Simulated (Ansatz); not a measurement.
Ansatz (a first-principles code) input:

Ansatz 0.2 input:
```yaml
crystal:
  periodic: [false, false, false]
  atoms:
    - {symbol: C, position_ang: [0.01425900, -0.00055452, -0.74078245]}
    - {symbol: O, position_ang: [0.00715209, 0.00561026, 0.56769156]}
    - {symbol: H, position_ang: [0.88752270, 0.26011238, 0.88741297]}
    - {symbol: H, position_ang: [-1.03029347, -0.30166734, -0.98425072]}
basis:
  gaussian:
    orbitals: def2-TZVP
hamiltonian:
  xc: {name: SVWN5}
relax: {f_tol: 0.003, max_steps: 100}
```

### Question
What final total energy does it print?

### Answer
-113.55331 Eh (SVWN5/def2-TZVP). The basis has 74 functions.
